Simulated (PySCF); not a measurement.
Input of a run (PBE0-D3(BJ)/def2-SVP geometry optimisation, gas phase (PySCF 2.14.0)), started from GFN2-xTB:
```
{"job": {"xc": "PBE0", "basis": "def2-SVP", "d3": "d3bj", "grid": 1, "shake": 0.01, "kind": "geom"}, "charge": 0, "multiplicity": 1}
C      1.723950    -1.524120     0.700440
N      0.814240    -0.720860     0.317900
B     -0.158730     0.130840    -0.085610
C     -1.363390    -0.416970    -0.893970
C     -0.028280     1.674780     0.282560
H      1.640960    -2.005990     1.653500
H      2.589070    -1.713090     0.085030
H     -2.192630    -0.643510    -0.207590
H     -1.775900     0.322410    -1.575590
H     -1.175450    -1.332290    -1.429960
H     -0.874970     1.982490     0.921740
H     -0.052400     2.294080    -0.598850
H      0.859340     1.935350     0.820070
```

Output (energies in Eh, forces in Eh/bohr):
```
step   0  E = -198.37102074  max force = 0.041680
step   1  E = -198.37474252  max force = 0.009570
step   2  E = -198.37561624  max force = 0.005290
step   3  E = -198.37609697  max force = 0.003247
step   4  E = -198.37620429  max force = 0.002762
step   5  E = -198.37632736  max force = 0.000770
step   6  E = -198.37635552  max force = 0.000434
step   7  E = -198.37640748  max force = 0.000876
step   8  E = -198.37651415  max force = 0.001888
step   9  E = -198.37655666  max force = 0.001784
step  10  E = -198.37659589  max force = 0.000570
step  11  E = -198.37660412  max force = 0.000213
optimisation converged
```

Task: Summarise the run.

Result: The energy falls by 14.7 kJ/mol over 12 energy and gradient evaluations, the largest force component goes from 0.0417 to 2.1e-04 Eh/bohr, and the atoms move by 0.195 Å rms after alignment. Among the bonds, B3–C4 and C1–H6 change most and about equally (+0.035 to +0.036 Å). Bonds longer at the end by more than 0.005 Å: 8 of 12; shorter: 2. Among the angles that change most is H6–C1–H7, from 119.4° to 116.0°. Among the dihedrals that turn most is C5–B3–C4–H9, from 29° to 53°. The energy never rose by more than 1e-6 Eh on the way. The first step brought 67 % of the lowering.

Task: What are the final bond lengths?

Result: C1=N2 1.244 Å, N2–B3 1.372 Å, B3–C4 1.587 Å, B3–C5 1.587 Å, C1–H6 1.106 Å, C1–H7 1.106 Å, C4–H8 1.103 Å, C4–H9 1.103 Å, C4–H10 1.099 Å, C5–H11 1.103 Å, C5–H12 1.104 Å, C5–H13 1.099 Å. Numbering counts from 1 in the input's order; the species is `CB(C)N=C`.

The run used 110 basis functions and 80 SCF cycles in all. Time: 2.5 min wall, 1.8 min CPU; peak memory 0.45 GiB. Hardware: one thread of an Intel Xeon at 2.50 GHz, no GPU, shared host.

Stationary, but not proved a minimum.
